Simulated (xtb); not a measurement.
xtb input (GFN2-xTB):

```bash
xtb mol.xyz --gfn 2 --sp --chrg -1 --uhf 0
```
mol.xyz:
```
12

C      2.04205177    -0.33396203     0.55618850
C      1.17312820    -0.22762496    -0.44905678
C      0.12428123     0.70980036    -0.59108509
C     -1.19655319     0.59408667    -0.26517638
C     -1.75609379    -0.62622332     0.40700973
H      2.83212017    -1.09086277     0.57177971
H      2.03870921     0.31574137     1.45017553
H      0.39750806     1.61405311    -1.14553169
H     -1.89220269     1.36721785    -0.57785336
H     -1.70605695    -0.59965150     1.50588007
H     -2.80944667    -0.79164950     0.14537531
H     -1.18151645    -1.51130906     0.10289457
```

Output:

```
           -------------------------------------------------
          |                Calculation Setup                |
           -------------------------------------------------

           -------------------------------------------------
          |                 G F N 2 - x T B                 |
           -------------------------------------------------

        Reference                      10.1021/acs.jctc.8b01176
      * Hamiltonian:
        H0-scaling (s, p, d)           1.850000    2.230000    2.230000
        zeta-weighting                 0.500000
      * Dispersion:
        s8                             2.700000
        a1                             0.520000
        a2                             5.000000
        s9                             5.000000
      * Repulsion:
        kExp                           1.500000    1.000000
        rExp                           1.000000
      * Coulomb:
        alpha                          2.000000
        third order                    shell-resolved
        anisotropic                    true
        a3                             3.000000
        a5                             4.000000
        cn-shift                       1.200000
        cn-exp                         4.000000
        max-rad                        5.000000

          ...................................................
          :                      SETUP                      :
          :.................................................:
          :  # basis functions                  27          :
          :  # atomic orbitals                  27          :
          :  # shells                           17          :
          :  # electrons                        28          :
          :  max. iterations                   250          :
          :  Hamiltonian                  GFN2-xTB          :
          :  restarted?                      false          :
          :  GBSA solvation                  false          :
          :  PC potential                    false          :
          :  electronic temp.          300.0000000     K    :
          :  accuracy                    1.0000000          :
          :  -> integral cutoff          0.2500000E+02      :
          :  -> integral neglect         0.1000000E-07      :
          :  -> SCF convergence          0.1000000E-05 Eh   :
          :  -> wf. convergence          0.1000000E-03 e    :
          :  Broyden damping             0.4000000          :
          :  net charge                         -1          :
          :  unpaired electrons                  0          :
          ...................................................

 iter      E             dE          RMSdq      gap      omega  full diag
   1    -14.5167706 -0.145168E+02  0.424E+00    3.45       0.0  T
   2    -14.5502880 -0.335174E-01  0.234E+00    3.14       1.0  T
   3    -14.5426773  0.761070E-02  0.177E+00    3.47       1.0  T
   4    -14.5633549 -0.206776E-01  0.642E-01    3.31       1.0  T
   5    -14.5649956 -0.164067E-02  0.147E-01    3.28       1.0  T
   6    -14.5651360 -0.140445E-03  0.642E-02    3.31       1.0  T
   7    -14.5651494 -0.133742E-04  0.292E-02    3.30       1.0  T
   8    -14.5651496 -0.173927E-06  0.127E-02    3.30       2.3  T
   9    -14.5651506 -0.104598E-05  0.224E-03    3.30      12.9  T
  10    -14.5651506  0.421277E-08  0.119E-03    3.30      24.4  T
  11    -14.5651506 -0.113056E-07  0.179E-04    3.30     161.6  T
  12    -14.5651506 -0.392060E-10  0.318E-05    3.30     909.2  T

   *** convergence criteria satisfied after 12 iterations ***

         #    Occupation            Energy/Eh            Energy/eV
      -------------------------------------------------------------
         1        2.0000           -0.4136331             -11.2555
       ...           ...                  ...                  ...
         8        2.0000           -0.2623269              -7.1383
         9        2.0000           -0.2530461              -6.8857
        10        2.0000           -0.2414327              -6.5697
        11        2.0000           -0.2128729              -5.7926
        12        2.0000           -0.1681548              -4.5757
        13        2.0000           -0.1415473              -3.8517
        14        2.0000           -0.0738127              -2.0085 (HOMO)
        15                          0.0475874               1.2949 (LUMO)
        16                          0.0556312               1.5138
        17                          0.3034101               8.2562
        18                          0.3210268               8.7356
        19                          0.3497687               9.5177
       ...                                ...                  ...
        27                          0.8734156              23.7668
      -------------------------------------------------------------
                  HL-Gap            0.1214001 Eh            3.3035 eV
             Fermi-level           -0.0131127 Eh           -0.3568 eV

 SCC (total)                   0 d,  0 h,  0 min,  0.008 sec
 SCC setup                      ...        0 min,  0.000 sec (  1.976%)
 Dispersion                     ...        0 min,  0.000 sec (  1.023%)
 classical contributions        ...        0 min,  0.000 sec (  0.468%)
 integral evaluation            ...        0 min,  0.001 sec ( 13.122%)
 iterations                     ...        0 min,  0.004 sec ( 52.741%)
 molecular gradient             ...        0 min,  0.002 sec ( 28.087%)
 printout                       ...        0 min,  0.000 sec (  2.352%)

         :::::::::::::::::::::::::::::::::::::::::::::::::::::
         ::                     SUMMARY                     ::
         :::::::::::::::::::::::::::::::::::::::::::::::::::::
         :: total energy             -14.320266703963 Eh    ::
         :: gradient norm              0.024793995726 Eh/a0 ::
         :: HOMO-LUMO gap              3.303463996187 eV    ::
         ::.................................................::
         :: SCC energy               -14.565142496696 Eh    ::
         :: -> isotropic ES            0.119071319727 Eh    ::
         :: -> anisotropic ES          0.019048552965 Eh    ::
         :: -> anisotropic XC          0.009223133505 Eh    ::
         :: -> dispersion             -0.007762394690 Eh    ::
         :: repulsion energy           0.244875792732 Eh    ::
         :: add. restraining           0.000000000000 Eh    ::
         :: total charge              -1.000000000000 e     ::
         :::::::::::::::::::::::::::::::::::::::::::::::::::::

           -------------------------------------------------
          |                Property Printout                |
           -------------------------------------------------

    * Orbital Energies and Occupations

         #    Occupation            Energy/Eh            Energy/eV
      -------------------------------------------------------------
         1        2.0000           -0.4136331             -11.2555
         2        2.0000           -0.3769082             -10.2562
         3        2.0000           -0.3559331              -9.6854
         4        2.0000           -0.3331480              -9.0654
         5        2.0000           -0.3093004              -8.4165
         6        2.0000           -0.3017743              -8.2117
         7        2.0000           -0.2936164              -7.9897
         8        2.0000           -0.2623269              -7.1383
         9        2.0000           -0.2530461              -6.8857
        10        2.0000           -0.2414327              -6.5697
        11        2.0000           -0.2128729              -5.7926
        12        2.0000           -0.1681548              -4.5757
        13        2.0000           -0.1415473              -3.8517
        14        2.0000           -0.0738127              -2.0085 (HOMO)
        15                          0.0475874               1.2949 (LUMO)
        16                          0.0556312               1.5138
        17                          0.3034101               8.2562
        18                          0.3210268               8.7356
        19                          0.3497687               9.5177
        20                          0.3584401               9.7537
        21                          0.3789964              10.3130
        22                          0.3974363              10.8148
        23                          0.4232389              11.5169
        24                          0.5174059              14.0793
        25                          0.6615154              18.0008
       ...                                ...                  ...
        27                          0.8734156              23.7668
      -------------------------------------------------------------
                  HL-Gap            0.1214001 Eh            3.3035 eV
             Fermi-level           -0.0131127 Eh           -0.3568 eV

     #   Z          covCN         q      C6AA      α(0)
     1   6 C        2.834    -0.106    30.655     9.073
     2   6 C        1.964    -0.241    38.260     9.989
     3   6 C        2.894    -0.042    29.054     8.838
     4   6 C        2.885    -0.143    31.664     9.225
     5   6 C        3.750    -0.059    21.706     6.644
     6   1 H        0.924    -0.093     5.307     3.602
     7   1 H        0.922    -0.108     5.864     3.787
     8   1 H        0.924    -0.066     4.513     3.322
     9   1 H        0.925    -0.079     4.868     3.450
    10   1 H        0.923    -0.028     3.584     2.961
    11   1 H        0.924    -0.035     3.748     3.028
    12   1 H        0.923     0.000     3.056     2.734

 Mol. C6AA /au·bohr⁶  :       1763.896981
 Mol. C8AA /au·bohr⁸  :      39228.674144
 Mol. α(0) /au        :         66.653790

Wiberg/Mayer (AO) data.
largest (>0.10) Wiberg bond orders for each atom

 ---------------------------------------------------------------------------
     #   Z sym  total        # sym  WBO       # sym  WBO       # sym  WBO
 ---------------------------------------------------------------------------
     1   6 C    3.922 --     2 C    1.928     6 H    0.969     7 H    0.945
     2   6 C    3.532 --     1 C    1.928     3 C    1.339     4 C    0.210
     3   6 C    3.964 --     4 C    1.607     2 C    1.339     8 H    0.949
     4   6 C    3.863 --     3 C    1.607     5 C    1.020     9 H    0.968
                             2 C    0.210
     5   6 C    3.985 --     4 C    1.020    11 H    0.986    12 H    0.983
                            10 H    0.975
     6   1 H    0.991 --     1 C    0.969
     7   1 H    0.988 --     1 C    0.945
     8   1 H    0.996 --     3 C    0.949
     9   1 H    0.993 --     4 C    0.968
    10   1 H    0.999 --     5 C    0.975
    11   1 H    0.999 --     5 C    0.986
    12   1 H    1.000 --     5 C    0.983
 ---------------------------------------------------------------------------

Topologies differ in total number of bonds
Writing topology from bond orders to xtbtopo.mol

molecular dipole:
                 x           y           z       tot (Debye)
 q only:       -0.838      -0.172      -0.089
   full:       -0.964       0.030       0.236       2.523
molecular quadrupole (traceless):
                xx          xy          yy          xz          yz          zz
 q only:       -8.684       2.354       4.232      -2.321       1.457       4.452
  q+dip:       -6.935       2.147       3.612      -0.155       0.091       3.323
   full:       -7.347       2.804       3.952      -0.636      -0.038       3.395

           -------------------------------------------------
          | TOTAL ENERGY              -14.320266703963 Eh   |
          | GRADIENT NORM               0.024793995726 Eh/α |
          | HOMO-LUMO GAP               3.303463996187 eV   |
Note: The following floating-point exceptions are signalling: IEEE_UNDERFLOW_FLAG IEEE_DENORMAL
normal termination of xtb
           -------------------------------------------------

------------------------------------------------------------------------
------------------------------------------------------------------------
 total:
 SCF:
```

It need not be the lowest isomer of its formula. Whether it binds its extra electron was not tested at this geometry.
